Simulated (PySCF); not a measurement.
Core-level binding energies of `c1coc(PC2CC2)c1`

C7H9OP.
Z-matrix (Å and degrees, PBE0-D3(BJ)/def2-SVP geometry), rows numbered from 1:
```
C 
C   1  1.3638
O   2  1.3441  1  110.69
C   3  1.3620  2  107.92  1    -0.05
P   4  1.8128  3  120.60  2  -178.15
C   5  1.8331  4  100.49  3    50.91
C   6  1.5043  5  117.84  4    94.99
C   7  1.4938  6   60.29  5   107.99
C   4  1.3699  3  109.08  2    -0.00
H   1  1.0878  2  126.64  3  -179.86
H   2  1.0875  1  133.02  3   179.79
H   5  1.4293  4   96.95  3   -48.12
H   6  1.0946  5  116.02  4   -50.03
H   7  1.0931  6  117.32  8   109.10
H   7  1.0944  6  117.98  8  -108.06
H   8  1.0932  6  117.49  7  -109.12
H   8  1.0943  6  117.95  7   107.83
H   9  1.0880  1  127.67  2  -179.98
```

Computed, not measured: delta-SCF UKS SCAN, pcX-2 on the ionised atom, pcseg-1 elsewhere, spin-free X2C (PySCF 2.14.0). These are vertical core ionisation energies against the vacuum level, from separate self-consistent calculations with and without the core hole.

What binding energy does each computed site have?

```json
{"atom(s)": "P5", "environment": "phosphine phosphorus", "level": "P 1s", "binding energy (eV)": "2149.86", "2p1/2 (eV)": "–", "above the level's lowest (eV)": "0.00", "count": "1"}
{"atom(s)": "O3", "environment": "furan-type oxygen", "level": "O 1s", "binding energy (eV)": "539.66", "2p1/2 (eV)": "–", "above the level's lowest (eV)": "0.00", "count": "1"}
{"atom(s)": "C2", "environment": "aromatic CH next to a ring oxygen", "level": "C 1s", "binding energy (eV)": "291.45", "2p1/2 (eV)": "–", "above the level's lowest (eV)": "+1.21", "count": "1"}
{"atom(s)": "C4", "environment": "substituted aromatic carbon", "level": "C 1s", "binding energy (eV)": "291.18", "2p1/2 (eV)": "–", "above the level's lowest (eV)": "+0.94", "count": "1"}
{"atom(s)": "C7/C8", "environment": "three-membered-ring carbon", "level": "C 1s", "binding energy (eV)": "290.57", "2p1/2 (eV)": "–", "above the level's lowest (eV)": "+0.33", "count": "2"}
{"atom(s)": "C1", "environment": "aromatic CH carbon", "level": "C 1s", "binding energy (eV)": "290.36", "2p1/2 (eV)": "–", "above the level's lowest (eV)": "+0.12", "count": "1"}
{"atom(s)": "C6", "environment": "sp3 carbon bound to phosphorus", "level": "C 1s", "binding energy (eV)": "290.34", "2p1/2 (eV)": "–", "above the level's lowest (eV)": "+0.10", "count": "1"}
{"atom(s)": "C9", "environment": "aromatic CH carbon", "level": "C 1s", "binding energy (eV)": "290.24", "2p1/2 (eV)": "–", "above the level's lowest (eV)": "0.00", "count": "1"}
{"atom(s)": "P5", "environment": "phosphine phosphorus", "level": "P 2p3/2", "binding energy (eV)": "136.23", "2p1/2 (eV)": "137.12", "above the level's lowest (eV)": "0.00", "count": "1"}
```

The listed C 1s values span 1.21 eV, from C9 (bonded to 2 C (aromatic in the SMILES) and H) to C2 (bonded to O (aromatic in the SMILES), C (aromatic in the SMILES) and H). Summing the Pauling electronegativity differences to the bonded atoms, each weighted by its formal bond order, gives -0.35 for the lowest site and +0.99 for the highest; no listed site has a larger sum than the highest. The smallest sum, -0.71, belongs to C6, 0.10 eV above the lowest. The values 290.34 and 290.36 eV lie too close for their order to be trusted.

What is the C 1s shift of C6 against C4?

290.34 − 291.18 = -0.84 eV, or -81 kJ/mol.

Which effective nuclear charge Zeff reproduces each element's mean 1s value in the hydrogen-like formula E = 13.606 eV × Zeff²?

C (Z = 6): mean 290.7 eV, Zeff = 4.62, Z − Zeff = 1.38; O (Z = 8): mean 539.7 eV, Zeff = 6.30, Z − Zeff = 1.70; P (Z = 15): mean 2149.9 eV, Zeff = 12.57, Z − Zeff = 2.43. Means run over the listed sites, weighted by atom count.

Topologically equivalent atoms share the value of their first member; where this conformer doesn't relate them by symmetry, their own values could differ. Spin–orbit coupling isn't in the SCF: each 2p doublet comes from a relaxed spin-free hole plus a matrix of the shell (mean-field spin–orbit coupling and the ground-state 2p splitting), with 2p3/2 averaged over its two sublevels. 2p1/2 minus 2p3/2 (ligand field included): P 0.90 eV. One conformer (not necessarily the lowest) at the PBE0-D3(BJ)/def2-SVP geometry, without solvent, vibrations or thermal averaging.
